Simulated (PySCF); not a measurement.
**Question.** Write Cartesian coordinates for `[AsH2][C@@H](C1(CC1)C)C#N` as optimised with PBE0-D3(BJ)/def2-SVP.

**Answer.** 
```
atom  x, y, z in Å
C1    -1.3109    0.4757    1.0243
C2    -0.4755   -0.2050   -0.0327
C3     0.9482    0.3156   -0.1815
As4    2.0313   -0.0274    1.4899
C5     0.9848    1.7375   -0.4777
N6     1.0081    2.8775   -0.6839
C7    -1.1539   -0.6690   -1.2923
C8    -0.6716   -1.6733   -0.2862
H9    -2.3200    0.0412    1.0593
H10   -1.4112    1.5519    0.8130
H11   -0.8633    0.3677    2.0254
H12    1.4535   -0.2121   -1.0038
H13    3.3630    0.2754    0.8122
H14    2.1555   -1.5190    1.1921
H15   -2.2295   -0.4945   -1.3807
H16   -0.6091   -0.5797   -2.2360
H17   -1.4116   -2.1990    0.3229
H18    0.2047   -2.2766   -0.5407
```

Orientation and origin are arbitrary. Atoms count from 1 in this order. Of the pairs four or more bonds apart, C5···H10 is among the closest relative to their van der Waals radii: 2.73 Å, 94 % of the sum of Bondi's values. The C–C distances run from 1.453 Å (C3–C5, drawn single) to 1.523 Å (C2–C3, drawn single), a spread of 0.070 Å. As4 (arsenic bonded to C and 2 H) is pyramidal (angles 93.8°, 92.8° and 92.1°, sum 278.7°, 0.90 Å off the plane of its three neighbours). The 3-membered ring C2–C7–C8 has internal angles of 59.9° to 60.1°.

Bonds between heavy atoms (Å): C1–C2 1.509, C2–C3 1.523, C3–As4 2.021, C3–C5 1.453, C5≡N6 1.159, C2–C7 1.504, C7–C8 1.501, C2–C8 1.503.

Theory: PBE0-D3(BJ)/def2-SVP geometry optimisation, gas phase in PySCF 2.14.0.

Point group: C1 (no symmetry element, even within 0.4 Å). Stationary, but not proved a minimum. One conformer, not necessarily the lowest (C1–C2–C3–As4 64°, C2–C3–As4–H 166° and 74°).
